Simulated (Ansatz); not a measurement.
A nudged elastic band was laid between two geometries of ClFH$_{2}$SSn (6 atoms, charge 0, multiplicity 1).

Level of theory: RKS PBE-D4/def2-SVP (Ansatz).

```yaml
movable_images: 5
climbing_image: yes
spring: 5.0 eV/Å²
optimiser: quadratic models (default)
start_path: IDPP
force_threshold: 0.03 eV/Å
iteration_limit: 60
end_points: relaxed
```

Image 0:

```xyz
6
Properties=species:S:1:pos:R:3
F -1.879 0.348 -0.922
Sn 0.014 -0.010 -0.584
S 0.737 1.266 1.335
Cl 0.069 -2.295 -0.003
H 0.858 0.316 -2.047
H 0.243 0.312 2.176
```

Image 6:

```xyz
6
Properties=species:S:1:pos:R:3
F -1.919 0.019 -0.670
Sn -0.007 -0.296 -0.400
S 0.616 0.628 1.746
Cl 0.268 -2.625 -0.230
H 0.767 0.319 -1.813
H 0.318 1.891 1.321
```

(1) What changes between the two ends?

(2) Give the energies along the band, and the barrier.

(3) What is the geometry of the highest image?

The band took 5 iterations and of the order of 40 core-seconds.

Answers

(1) No bond is made or broken. The dihedral Cl4–Sn2–S3–H6 goes from -30 to -178°.

(2) The run converged. The highest image is number 5 of 0 to 6, 3.8 kJ/mol above the first end and 0.1 kJ/mol above the last; the last end lies 3.8 kJ/mol above the first. The top lies less than 8 meV above the higher end, about what the thresholds resolve: that end is a shoulder or a very shallow well. A vibrational analysis at the climbing image gives one clearly imaginary mode, 90i cm⁻¹: a first-order saddle point.

```csv
image,path coordinate (Å),energy (kJ/mol),dihedral Cl4–Sn2–S3–H6 (°)
0,0.00,0.0,-30
1,0.46,0.4,-54
2,0.92,1.1,-78
3,1.38,1.6,-103
4,1.83,2.9,-130
5,2.29,3.8,-157
6,2.70,3.8,-178
```

(3) 
```xyz
6
Properties=species:S:1:pos:R:3
F -1.896 -0.191 -0.435
Sn 0.060 -0.216 -0.465
S 0.791 0.598 1.694
Cl 0.739 -2.464 -0.625
H 0.517 0.640 -1.890
H -0.168 1.569 1.674
```

The run took 37 s on 1 thread of AMD EPYC 9R45 96-Core Processor (Zen 5), on a shared host, peak memory 0.14 GiB.
